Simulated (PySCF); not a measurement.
A species of formula C3H11NSn has this rotational fingerprint, computed with PBE0-D3(BJ)/def2-SVP geometry optimisation, gas phase, def2 core potentials past Kr (PySCF 2.14.0):

```
Rotational constants : A = 2519, B = 2505, C = 2370 MHz
Dipole components    : |μa| = 1.20 D, |μb| = 0.25 D, |μc| = 0.09 D
Inertial defect      : -189.17 u·Å²
κ                    : 0.81
```

**Question.** Which structure is it? (One computed conformer of each.)
A. SnH3(NHiPr) (`[H][Sn]([H])([H])[NH]C(C)C`)
B. `[CH3][Sn]([CH3])([CH3])[NH2]` (Sn(NH2)Me3)
C. `CC[N](C)[SnH3]` (Sn(NMeEt)H3)

**Answer.** B. It is [CH3][Sn]([CH3])([CH3])[NH2]. The candidates at the same level (rigid rotor, commonest isotopes):

```
                      SMILES  A (MHz)  B (MHz)  C (MHz)  μa (D)  μb (D)  μc (D)  Δ (u·Å²)  point group                        rotor
[CH3][Sn]([CH3])([CH3])[NH2]     2519     2505     2370    1.20    0.25    0.09   -189.17      near Cs                            –
  [H][Sn]([H])([H])[NH]C(C)C     5561     1285     1204    0.50    0.54    0.25    -64.40           C1  near-prolate asymmetric top
   [H][Sn]([H])([H])[N](C)CC     4602     1473     1246    0.15    0.12    0.32    -47.35           C1               asymmetric top
```

`[H][Sn]([H])([H])[N](C)CC` has A 83 % too high; `[H][Sn]([H])([H])[NH]C(C)C` has A 121 % too high. No structure here is proved a minimum.
